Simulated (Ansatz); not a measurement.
Reaction (ligand exchange at a B–N bond): `BN1[SiH2][SiH]1Cl` + `BN` → `BNB` + `Cl[SiH]1N[SiH2]1`

Gas-phase electronic energies from Ansatz, PBE0-D4/def2-TZVP geometries. CCSD(T)/CBS is the MP2 limit (def2-TZVPP, def2-QZVPP) plus CCSD(T) − MP2 in def2-TZVPP, frozen cores. This one scheme is used for every species. DFT in def2-TZVPP. HSE06 is defined as in plane-wave codes.

```
             level  ΔE (kJ/mol)
         revPBE-D4         20.9
        r2SCANh-D4         15.0
        r2SCAN0-D4         13.5
          HSE06-D4         16.3
            B2PLYP         14.7
              PBE0         13.8
  CCSD(T)/def2-SVP         18.9
SCS-MP2/def2-QZVPP         12.3
```

Question: What does CCSD(T)/CBS give? (Best estimate.)

Answer: Computed: +13.0 kJ/mol. The listed levels differ from it by 7.9, 2.0, 0.5, 3.3, 1.7, 0.8, 5.9, -0.7 kJ/mol.

Largest T1 diagnostic among the species: 0.013.

At CCSD(T), def2-SVP lies +5.9 kJ/mol from the extrapolated value and def2-TZVPP +2.1 kJ/mol. From BLYP to BHLYP (50 % exact exchange), in def2-TZVPP and without D4, ΔE moves by −7.3 kJ/mol.
